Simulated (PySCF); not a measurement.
# Ionising CsAl

UHF-SCS-MP2; basis Cs def2-SVPD with ECP46, Al def2-SVPD; scalar-relativistic core potentials; PySCF 2.14. Neutral (UHF): triplet (σ ↑, π ↑), Re = 3.797 Å, ωe = 110 cm⁻¹, De = 0.35 eV.

CsAl⁺ (UHF): doublet (σ ↑), Re = 4.458 Å, ωe = 66.2 cm⁻¹, De = 0.37 eV to Cs⁺ + Al. The energies at the minima are -261.72988 hartree for CsAl and -261.59540 for CsAl⁺.

Work out the adiabatic ionisation energy, without and with harmonic zero-point energies (1 hartree = 27.2114 eV, 1 eV = 8065.5 cm⁻¹), and the change of the bond length.

At UHF-SCS-MP2: 0.13448 hartree = 3.659 eV between the minima; the zero-point term (66.2 − 110.0)/2 cm⁻¹ = -0.003 eV makes it 3.657 eV. Re changes by +66.1 pm against the neutral. The electron leaves a π orbital, and the ion is left as a loose complex of an ion and an atom.

Correlated steps freeze 5 core orbitals. Weak bonds: CsAl, CsAl⁺. Basis-set superposition, not corrected here, can be much of De in a small basis, most of all at correlated wavefunction levels. These are scalar-relativistic numbers at best; spin–orbit coupling would shift them, the dissociation energy most. For an ion De counts to the pair picked by the measured ionisation energies or electron affinities, which need not be the lowest pair at this level. States were picked by a PBE0 search and need not be the measured ground states.
